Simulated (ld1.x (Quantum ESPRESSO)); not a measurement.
# cadmium (Cd), TM: configuration errors across variants

```json
{
  "Element": "Cd",
  "Generator": "ld1.x (Quantum ESPRESSO) 7.5",
  "Type": "norm-conserving Troullier–Martins (Kleinman–Bylander form)",
  "Functional": "PBEsol",
  "Relativity": "fully relativistic",
  "Frozen core": "[Kr]",
  "Valence charge": "12",
  "Reference configuration": "4d10 5s1 5p0 (charge +1)",
  "Partial waves": "5s (bound): rc 1.70 bohr; 5p (bound, empty): rc 1.95 bohr; 4d (bound): rc 1.30 bohr",
  "Local potential": "the d channel",
  "Core correction": "Bessel-smoothed model core, default radius (core density twice the valence density)"
}
```

Open shells are filled in proportion to 2j + 1 (rel_dist='average').

All-electron excitation energies from the reference (eV): (1) 4d10 5s2 5p0 -9.310; (2) 4d10 5s0 5p0 17.097; (3) 4d9 5s0 5p0 55.093; (4) 4d9 5s2 5p1 3.327; (5) 4d10 5s1.5 5p0 -5.578; (6) 4d10 5s0 5p1 5.838; (7) 4d8 5s0 5p0 109.128.

A true bound ghost makes a file unfit for plane-wave use even where its test errors are small: the radial tests pick states by their node count and pass the ghost by.

The file “base” misses its own reference levels by 0.4 eV. The file “all radii but the core radius scaled by about 0.76 (s 1.28, p 1.48, d 0.98 bohr)” misses its own reference levels by 0.4 eV. The file “all radii but the core radius scaled by about 0.83 (s 1.42, p 1.62, d 1.08 bohr)” misses its own reference levels by 0.4 eV. The file “all radii but the core radius scaled by about 0.93 (s 1.58, p 1.80, d 1.20 bohr)” misses its own reference levels by 0.4 eV. The file “all radii but the core radius scaled by about 1.09 (s 1.86, p 2.14, d 1.42 bohr)” misses its own reference levels by 0.4 eV. The file “all radii but the core radius scaled by about 1.29 (s 2.20, p 2.52, d 1.68 bohr)” misses its own reference levels by 0.4 eV. The file “all radii but the core radius scaled by about 1.37 (s 2.32, p 2.66, d 1.78 bohr)” misses its own reference levels by 0.4 eV.

Errors AE − PS in meV (a dash: test not solved or not reliable):

```tsv
change	(1)	(2)	(3)	(4)	(5)	(6)	(7)	bound ghosts
base	-2.2	-7.8	-90	-118	-0.7	-0.8	-477	s, p3/2, p1/2
all radii but the core radius scaled by about 0.76 (s 1.28, p 1.48, d 0.98 bohr)	-15	-37	-154	-115	-5.1	-14	-591	s, p1/2, p3/2
all radii but the core radius scaled by about 0.83 (s 1.42, p 1.62, d 1.08 bohr)	-6.5	-15	-127	-87	-2.1	-6.1	-559	s, p3/2, p1/2
all radii but the core radius scaled by about 0.93 (s 1.58, p 1.80, d 1.20 bohr)	-1.9	-5.7	-104	-91	-0.7	-1.8	-514	s, p3/2, p1/2
all radii but the core radius scaled by about 1.09 (s 1.86, p 2.14, d 1.42 bohr)	-4.0	-12	-76	-149	-1.4	-1.9	-438	s, p3/2, p1/2
all radii but the core radius scaled by about 1.29 (s 2.20, p 2.52, d 1.68 bohr)	-4.9	-14	-74	-174	-1.6	-2.9	-434	s, p3/2, p1/2
all radii but the core radius scaled by about 1.37 (s 2.32, p 2.66, d 1.78 bohr)	-4.5	-13	-84	-168	-1.6	-3.0	-457	s, p3/2, p1/2
```

Question: Give the same row for: all radii but the core radius scaled by about 1.20 (s 2.04, p 2.34, d 1.56 bohr).

Answer: -4.7, -14, -72, -168, -1.6, -2.6, -428; bound ghosts: s, p3/2, p1/2.
